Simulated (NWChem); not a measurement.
System meant: C3H5BO2; SMILES C#CB(O)CO

Here is an NWChem input.

```
start job
memory heap 200 mb stack 900 mb global 1100 mb
geometry units angstroms noautoz
  C      1.264268     2.058871    -0.029942
  C      0.404854     1.199991    -0.011006
  B     -0.635362     0.065855     0.002910
  O     -1.969075     0.328376     0.087006
  C     -0.178100    -1.441538    -0.136282
  O      1.201004    -1.702203     0.128187
  H      2.010644     2.822533    -0.043231
  H     -2.159231     1.277902     0.130073
  H     -0.762952    -2.069749     0.548935
  H     -0.455927    -1.789392    -1.151636
  H      1.701393    -0.907823    -0.115263
end
basis spherical
  C library def2-svp
  B library def2-svp
  O library def2-svp
  H library def2-svp
end
dft
  xc xpbe96 cpbe96
  iterations 4
  mulliken
end
task dft energy
```

End of the output:

```
    Atom       Charge   Shell Charges
 -----------   ------   -------------------------------------------------------
    1 C    6     5.95   1.97  0.64  0.35  1.77  1.18  0.05
    2 C    6     6.13   1.97  0.66  0.35  1.88  1.23  0.05
    3 B    5     5.18   1.96  0.52  0.22  1.49  0.66  0.32
    4 O    8     7.91   1.97  0.85  0.55  2.67  1.85  0.02
    5 C    6     5.99   1.96  0.59  0.30  1.87  1.15  0.12
    6 O    8     8.14   1.97  0.89  0.59  2.71  1.95  0.02
    7 H    1     0.96   0.60  0.28  0.08
    8 H    1     0.89   0.55  0.16  0.17
    9 H    1     0.96   0.64  0.25  0.07
   10 H    1     0.96   0.63  0.26  0.07
   11 H    1     0.93   0.57  0.18  0.18

 center of mass
 --------------
 x =  -0.02217008 y =   0.01534737 z =   0.01408011

 moments of inertia (a.u.)
 ------------------
         576.849434736671           0.000000000000           0.000000000000
           0.000000000000         449.283098057714          -0.000000000000
           0.000000000000          -0.000000000000        1009.873393554014

     Multipole analysis of the density
     ---------------------------------

     L   x y z        total         alpha         beta         nuclear
     -   - - -        -----         -----         ----         -------
     0   0 0 0     -0.000000    -22.000000    -22.000000     44.000000

     1   1 0 0     -0.054029     -0.027014     -0.027014      0.000000
     1   0 1 0      1.407660      0.703830      0.703830     -0.000000
     1   0 0 1     -0.196340     -0.098170     -0.098170     -0.000000

     2   2 0 0    -23.492435   -132.604902   -132.604902    241.717370
     2   1 1 0      2.896792     -1.841519     -1.841519      6.579831
     2   1 0 1     -0.777062     -0.047719     -0.047719     -0.681625
     2   0 2 0    -23.887647   -170.066511   -170.066511    316.245376
     2   0 1 1      0.704010     -0.664735     -0.664735      2.033480
     2   0 0 2    -26.454096    -16.735150    -16.735150      7.016204

 ------------------------------------------------------------------------
 dft energy failed                                                                                  0
 ------------------------------------------------------------------------
 ------------------------------------------------------------------------
  current input line :
    27: task dft energy
 ------------------------------------------------------------------------
 ------------------------------------------------------------------------
 This type of error is most commonly associated with calculations not reaching convergence criteria
 ------------------------------------------------------------------------
 For more information see the NWChem manual at https://nwchemgit.github.io

0:dft energy failed:Received an Error in Communication
```

Q: Can this run be used? If not, why, and what is the fix?

A: The run did not converge; its last values are not results. Cause: the SCF was allowed too few iterations. This input runs:
```
start job
memory heap 200 mb stack 900 mb global 1100 mb
geometry units angstroms noautoz
  C      1.264268     2.058871    -0.029942
  C      0.404854     1.199991    -0.011006
  B     -0.635362     0.065855     0.002910
  O     -1.969075     0.328376     0.087006
  C     -0.178100    -1.441538    -0.136282
  O      1.201004    -1.702203     0.128187
  H      2.010644     2.822533    -0.043231
  H     -2.159231     1.277902     0.130073
  H     -0.762952    -2.069749     0.548935
  H     -0.455927    -1.789392    -1.151636
  H      1.701393    -0.907823    -0.115263
end
basis spherical
  * library def2-svp
end
dft
  xc xpbe96 cpbe96
  iterations 150
  mulliken
end
task dft energy
```
It converges to -292.03549 Ha (PBE/def2-SVP).
